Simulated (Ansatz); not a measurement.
Stretching the Si3–H4 bond in H4MgSi (SMILES [MgH][SiH3]) (multiplicity 1 held, fragments rigid). Energies count from the point at 1.491 Å.
Geometry at that point (charge 0, multiplicity 1):
| atom | x (Å) | y (Å) | z (Å) |
|---|---|---|---|
| Mg | -1.2739 | -0.6992 | -0.1785 |
| H | -2.7546 | -1.5120 | -0.3860 |
| Si | 0.9718 | 0.5334 | 0.1362 |
| H | 1.6131 | 0.2497 | 1.4524 |
| H | 0.8377 | 2.0169 | 0.0636 |
| H | 1.9863 | 0.1688 | -0.8943 |

Signs of static correlation in def2-SVP, with CASSCF(2,2), from Ansatz (a program for electronic structure) runs.

| R (Å) | T1 of restricted CCSD | ⟨S²⟩ of UHF | largest double amplitude of restricted CCSD | weight of the CASSCF reference in MRCISD | CASSCF natural occupations |
|---|---|---|---|---|---|
| 1.193 | 0.013 | 0.000 | 0.032 | 0.913 | 1.99 0.01 |
| 1.342 | 0.013 | 0.000 | 0.032 | 0.913 | 1.99 0.01 |
| 1.491 | 0.013 | 0.000 | 0.032 | 0.913 | 1.98 0.02 |
| 1.640 | 0.013 | 0.000 | 0.036 | 0.913 | 1.97 0.03 |
| 1.790 | 0.014 | 0.000 | 0.033 | 0.913 | 1.96 0.04 |
| 2.013 | 0.017 | 0.000 | 0.053 | 0.913 | 1.93 0.07 |
| 2.237 | 0.021 | 0.240 | [?] | 0.913 | 1.89 0.11 |
| 2.610 | [?] | 0.723 | 0.187 | 0.912 | 1.78 0.22 |
| 2.983 | 0.051 | 0.903 | 0.347 | 0.911 | 1.61 0.39 |
| 3.430 | 0.075 | 0.981 | 0.549 | 0.911 | 1.40 0.60 |
| 4.027 | 0.100 | 1.009 | 0.775 | 0.911 | 1.19 0.81 |
| 4.772 | 0.113 | 1.016 | 0.936 | 0.910 | 1.07 0.93 |

Q: What belongs in the gaps?

A: 
- 2.237, largest double amplitude of restricted CCSD: 0.067
- 2.610, T1 of restricted CCSD: 0.033

Doubts at one or more of the structures used: a restricted determinant that unrestricted orbitals would lower (R-CCSD(T)/def2-SVP); T1 above 0.05 (R-CCSD(T)/def2-SVP, U-CCSD(T)/def2-SVP); other coupled-cluster roots lie near (R-CCSD(T)/def2-SVP); a spin-contaminated determinant (U-CCSD(T)/def2-SVP).
